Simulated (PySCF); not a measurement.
**Dipole moment and polarisability of `O=C1NCC[C@H]1CCl`**

Compound: C5H8ClNO.
Structure used (GFN2-xTB), in Å, numbered top down from 1:
```
atom  x, y, z in Å
O1    -0.663    1.353   -1.963
C2    -0.035    0.776   -1.109
N3     1.207    1.079   -0.690
C4     1.745    0.202    0.323
C5     0.492   -0.491    0.872
C6    -0.494   -0.445   -0.298
C7    -1.952   -0.316    0.097
Cl8   -2.507   -1.782    0.948
H9     1.755    1.804   -1.123
H10    2.440   -0.522   -0.120
H11    2.278    0.772    1.087
H12    0.089    0.076    1.712
H13    0.694   -1.505    1.209
H14   -0.373   -1.323   -0.941
H15   -2.576   -0.193   -0.788
H16   -2.107    0.523    0.775
```

Level: PBE0/def2-SVPD (PySCF), static field, nuclei fixed, core orbitals frozen in the response. The polarisability tensor in these axes (au):

```
x    90.29   8.63   1.91
y     8.63  77.66 -11.63
z     1.91 -11.63  75.73
```

Give the principal values, the mean and the anisotropy Δα = √{½[(α1 − α2)² + (α2 − α3)² + (α1 − α3)²]}.

Principal values 63.02, 85.09 and 95.57 au; mean 81.23 au = 12.04 Å³ = 13.39 × 10⁻⁴⁰ C²·m²/J; Δα = 28.77 au (35 % of the mean).

What is the dipole moment, and where does it point?

(3.71, 0.11, 1.76) D, 4.11 D in size, pointing from the negative to the positive side. Measured along this direction, the outermost atoms are H15 at the negative end and H11 at the positive end.

Along which axes do the principal values lie, and how far do the nuclei extend along each?

Largest value along (0.80, 0.54, -0.24), where the nuclei span 5.88 Å; middle along (0.53, -0.48, 0.70), 4.30 Å; least along (-0.27, 0.69, 0.67), 2.89 Å. The response follows the extents in order.

Find the Langevin capture rate constant for O2+ (31.990 u) meeting this molecule (133.029 u), k = 2.342 × 10⁻⁹ cm³/s × √(α in Å³ / reduced mass in u).

The reduced mass is 25.79 u, so k = 1.60 × 10⁻⁹ cm³/s. The formula leaves out the permanent dipole, which adds to the capture rate.

What molar refraction does this α imply?

Lorentz–Lorenz: R = (4π/3)N_A α = 2.5225 cm³/(mol·Å³) × 12.04 Å³ = 30.4 cm³/mol, in the limit of long wavelengths.

What would n − 1 = 2πNα be for an ideal gas of these molecules at 500 K and 1 atm, electronic part alone?

N = p/kT = 1.4678 × 10¹⁹ cm⁻³, so n − 1 = 2π × N × 12.04 × 10⁻²⁴ cm³ = 1110 × 10⁻⁶ at long wavelengths.

The structure is a single GFN2-xTB conformer in the gas phase; no vibrational or solvent corrections.
